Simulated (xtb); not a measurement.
A run for xtb: GFN1-xTB on H4SeSi (SMILES [SiH3][SeH]), a point of a torsion scan.

```
$ xtb mol.xyz --gfn 1 --sp --chrg 0 --uhf 0
6

Si    -0.63211100     0.02831419     0.01854036
Se     1.51484027     0.81419126    -0.07429557
H     -0.74419122    -0.71670877     1.26493869
H     -1.51102546     1.19026439    -0.00648003
H     -0.82335716    -0.82331903    -1.14824584
H      1.95502724     0.25842268     1.17097390
```

Output:

```
[...]
           -------------------------------------------------
          |                Calculation Setup                |
           -------------------------------------------------



           -------------------------------------------------
          |                 G F N 1 - x T B                 |
           -------------------------------------------------

        Reference                      10.1021/acs.jctc.7b00118
      * Hamiltonian:
        H0-scaling (s, p, d)           1.850000    2.250000    2.000000
        zeta-weighting                 0.000000
      * Dispersion:
        s8                             2.400000
        a1                             0.630000
        a2                             5.000000
        s9                             0.000000
      * Repulsion:
        kExp                           1.500000
        rExp                           1.000000
      * Coulomb:
        alpha                          2.000000
        third order                    atomic
        anisotropic                    false
      * Halogen bond correction:
        rad-scale                      1.300000
        damping                        0.440000


          ...................................................
          :                      SETUP                      :
          :.................................................:
          :  # basis functions                  28          :
          :  # atomic orbitals                  26          :
          :  # shells                           14          :
          :  # electrons                        14          :
          :  # halogen bonds                     0          :
          :  max. iterations                   250          :
          :  Hamiltonian                  GFN1-xTB          :
          :  restarted?                      false          :
          :  GBSA solvation                  false          :
          :  PC potential                    false          :
          :  electronic temp.          300.0000000     K    :
          :  accuracy                    1.0000000          :
          :  -> integral cutoff          0.2500000E+02      :
          :  -> integral neglect         0.1000000E-07      :
          :  -> SCF convergence          0.1000000E-05 Eh   :
          :  -> wf. convergence          0.2000000E-04 e    :
          :  Broyden damping             0.4000000          :
          :  net charge                          0          :
          :  unpaired electrons                  0          :
          ...................................................

 iter      E             dE          RMSdq      gap      omega  full diag
   1     -7.3923621 -0.739236E+01  0.458E+00    4.42       0.0  T
   2     -7.4297367 -0.373746E-01  0.261E+00    5.73       1.0  T
   3     -7.4347828 -0.504607E-02  0.127E+00    5.21       1.0  T
   4     -7.4360072 -0.122436E-02  0.228E-01    5.39       1.0  T
   5     -7.4360875 -0.802995E-04  0.417E-02    5.41       1.0  T
   6     -7.4360986 -0.111414E-04  0.143E-02    5.39       2.9  T
   7     -7.4360995 -0.906366E-06  0.130E-03    5.40      31.4  T
   8     -7.4360995 -0.719127E-08  0.184E-04    5.40     222.2  T
   9     -7.4360995 -0.136930E-09  0.657E-05    5.40     621.4  T

   *** convergence criteria satisfied after 9 iterations ***

         #    Occupation            Energy/Eh            Energy/eV
      -------------------------------------------------------------
         1        2.0000           -0.8727373             -23.7484
         2        2.0000           -0.6178899             -16.8136
         3        2.0000           -0.5089649             -13.8496
         4        2.0000           -0.4700153             -12.7898
         5        2.0000           -0.4664127             -12.6917
         6        2.0000           -0.4280838             -11.6488
         7        2.0000           -0.4008044             -10.9064 (HOMO)
         8                         -0.2024803              -5.5098 (LUMO)
         9                         -0.1928990              -5.2490
        10                         -0.1681804              -4.5764
        11                         -0.1385879              -3.7712
        12                         -0.1015455              -2.7632
       ...                                ...                  ...
        26                          1.3818788              37.6028
      -------------------------------------------------------------
                  HL-Gap            0.1983241 Eh            5.3967 eV
             Fermi-level           -0.3016423 Eh           -8.2081 eV

 SCC (total)                   0 d,  0 h,  0 min,  0.007 sec
 SCC setup                      ...        0 min,  0.000 sec (  1.295%)
 Dispersion                     ...        0 min,  0.000 sec (  0.513%)
 classical contributions        ...        0 min,  0.000 sec (  0.161%)
 integral evaluation            ...        0 min,  0.002 sec ( 23.637%)
 iterations                     ...        0 min,  0.003 sec ( 38.155%)
 molecular gradient             ...        0 min,  0.002 sec ( 33.382%)
 printout                       ...        0 min,  0.000 sec (  2.593%)

         :::::::::::::::::::::::::::::::::::::::::::::::::::::
         ::                     SUMMARY                     ::
         :::::::::::::::::::::::::::::::::::::::::::::::::::::
         :: total energy              -7.395937177124 Eh    ::
         :: gradient norm              0.042186637718 Eh/a0 ::
         :: HOMO-LUMO gap              5.396673545818 eV    ::
         ::.................................................::
         :: SCC energy                -7.436099507441 Eh    ::
         :: -> electrostatic           0.002988620522 Eh    ::
         :: repulsion energy           0.041727844447 Eh    ::
         :: dispersion energy         -0.001565514130 Eh    ::
         :: halogen bond corr.         0.000000000000 Eh    ::
         :: add. restraining           0.000000000000 Eh    ::
         :: total charge              -0.000000000000 e     ::
         :::::::::::::::::::::::::::::::::::::::::::::::::::::

           -------------------------------------------------
          |                Property Printout                |
           -------------------------------------------------

    * Orbital Energies and Occupations

         #    Occupation            Energy/Eh            Energy/eV
      -------------------------------------------------------------
         1        2.0000           -0.8727373             -23.7484
         2        2.0000           -0.6178899             -16.8136
         3        2.0000           -0.5089649             -13.8496
         4        2.0000           -0.4700153             -12.7898
         5        2.0000           -0.4664127             -12.6917
         6        2.0000           -0.4280838             -11.6488
         7        2.0000           -0.4008044             -10.9064 (HOMO)
         8                         -0.2024803              -5.5098 (LUMO)
         9                         -0.1928990              -5.2490
        10                         -0.1681804              -4.5764
        11                         -0.1385879              -3.7712
        12                         -0.1015455              -2.7632
        13                         -0.0748359              -2.0364
        14                         -0.0618324              -1.6825
        15                         -0.0599833              -1.6322
        16                         -0.0573359              -1.5602
        17                         -0.0549523              -1.4953
        18                         -0.0455043              -1.2382
       ...                                ...                  ...
Note: The following floating-point exceptions are signalling: IEEE_DENORMAL
normal termination of xtb
        26                          1.3818788              37.6028
      -------------------------------------------------------------
                  HL-Gap            0.1983241 Eh            5.3967 eV
             Fermi-level           -0.3016423 Eh           -8.2081 eV

  Mulliken/CM5 charges         n(s)   n(p)   n(d)
     1Si    0.20014 -0.10069   1.294  1.920  0.585
     2Se   -0.05285 -0.06723   1.902  4.182 -0.032
     3H    -0.07537  0.01099   1.075  0.000  0.000
     4H    -0.07253  0.01366   1.073  0.000  0.000
     5H    -0.07253  0.01366   1.073  0.000  0.000
     6H     0.07313  0.12961   0.927  0.000  0.000

Wiberg/Mayer (AO) data.
largest (>0.10) Wiberg bond orders for each atom

 ---------------------------------------------------------------------------
     #   Z sym  total        # sym  WBO       # sym  WBO       # sym  WBO
 ---------------------------------------------------------------------------
     1  14 Si   4.247 --     2 Se   1.377     3 H    0.939     4 H    0.938
                             5 H    0.938
     2  34 Se   2.365 --     1 Si   1.377     6 H    0.942
     3   1 H    0.991 --     1 Si   0.939
     4   1 H    0.991 --     1 Si   0.938
     5   1 H    0.991 --     1 Si   0.938
     6   1 H    0.999 --     2 Se   0.942
 ---------------------------------------------------------------------------

Topologies differ in total number of bonds
Writing topology from bond orders to xtbtopo.mol

 dipole moment from electron density (au)
     X       Y       Z
  -0.0525  -0.0939   0.1340  total (Debye):    0.437


           -------------------------------------------------
          | TOTAL ENERGY               -7.395937177124 Eh   |
          | GRADIENT NORM               0.042186637718 Eh/α |
          | HOMO-LUMO GAP               5.396673545818 eV   |
           -------------------------------------------------

------------------------------------------------------------------------
------------------------------------------------------------------------
 total:
 SCF:
```

The run finished.

Cost: around 0.03 core-seconds (rough).
